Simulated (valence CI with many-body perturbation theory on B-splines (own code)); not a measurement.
Ladder of approximations for Cr¹¹⁺

Calculated by configuration interaction combined with many-body perturbation theory (CI+MBPT): three valence electrons over a frozen Dirac-Fock core [Ne], a basis of 11 s, 11 p, 9 d, 7 f, 5 g, 2 h, 1 i functions for each j, with the one-electron correlation potential Σ1 (screened to all orders), the two-electron term Σ2, the three-electron term Σ3, Breit, model QED; selected single and double excitations, second order for the rest, scaled by the run's own slope (own B-spline code, finite nucleus).

No measured levels were compared; by estimate levels of excited configurations hold to 0.05 to 0.15 % of their energy, terms of the ground configuration to about 0.5 %.

Each rung adds one term. CI alone is the Dirac-Coulomb CI over the frozen core; QED comes last and gives the full result, which names the levels. Energies are above 3s2.3p 2P°_1/2 on the same rung, in eV. A blank means that the level has no clear partner on that rung.

Names give the largest LS component (configuration and term), which can be under half, so a name can repeat, a term be missing and a line seem to break the LS rules; names also repeat where a configuration has a term twice.

```
           Level  CI alone
  3s2.3p 2P°_3/2     1.549
   3s.3p2 4P_1/2    23.751
   3s.3p2 4P_3/2    24.358
   3s.3p2 4P_5/2    25.178
   3s.3p2 2D_3/2    31.616
   3s.3p2 2D_5/2    31.766
   3s.3p2 2S_1/2    39.223
   3s.3p2 2P_1/2    41.866
   3s.3p2 2P_3/2    42.663
   3s2.3d 2D_3/2    51.190
   3s2.3d 2D_5/2    51.338
     3p3 2D°_3/2    61.314
     3p3 2D°_5/2    61.563
     3p3 4S°_3/2    63.045
     3p3 2P°_1/2    68.612
3s.3p.3d 4F°_5/2    68.912
```

What do these energies become with core correlation, Breit and QED?

3s2.3p 2P°_3/2 1.522 (-0.0270); 3s.3p2 4P_1/2 23.812 (+0.0604); 3s.3p2 4P_3/2 24.408 (+0.0502); 3s.3p2 4P_5/2 25.206 (+0.0280); 3s.3p2 2D_3/2 31.549 (-0.0666); 3s.3p2 2D_5/2 31.691 (-0.0755); 3s.3p2 2S_1/2 38.928 (-0.2954); 3s.3p2 2P_1/2 41.345 (-0.5218); 3s.3p2 2P_3/2 42.098 (-0.5658); 3s2.3d 2D_3/2 50.663 (-0.5273); 3s2.3d 2D_5/2 50.800 (-0.5378); 3p3 2D°_3/2 61.175 (-0.1390); 3p3 2D°_5/2 61.418 (-0.1449); 3p3 4S°_3/2 62.565 (-0.4805); 3p3 2P°_1/2 68.241 (-0.3714); 3s.3p.3d 4F°_5/2 68.766 (-0.1464).

How does the ionisation energy move along the ladder, and which term matters most?

CI alone 297.93, + Σ1 298.58, + Σ2 298.39, + Σ3 298.35, + Breit 298.24, + QED 298.25 eV. The largest step is Σ1, 0.65 eV. NIST lists 296.7 ± 0.6 eV (semi-empirical).
